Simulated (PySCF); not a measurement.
B(OH)(OMe)(SiH3) (CH7BO2Si), SMILES COB(O)[SiH3]. The structure is a stationary point at PBE-D3(BJ)/def2-SVP. The structure was generated by enumeration, and PubChem lists no compound with its InChIKey, so it may never have been made. The values are those of a single conformer.

**Question.** Give the equilibrium geometry at PBE-D3(BJ)/def2-SVP (PySCF confirms it by a frequency run) as a Z-matrix, and its point group. (An estimate is asked for; the answer gives what the named calculation found.)

**Answer.** This is not unique; one that fits is point group Cs.
```
B
O 1 1.3638
O 1 1.3717 2 115.01
H 3 0.9719 1 111.92 2 180.00
C 2 1.4105 1 124.61 3 180.00
H 5 1.1103 2 109.66 1 -120.70
H 5 1.1103 6 108.14 2 119.55
H 5 1.1137 6 108.18 7 116.95
Si 1 2.0565 2 123.57 5 0.00
H 9 1.5093 1 112.86 2 -60.54
H 9 1.5093 10 106.71 8 -70.37
H 9 1.5114 10 107.15 11 -114.52
```
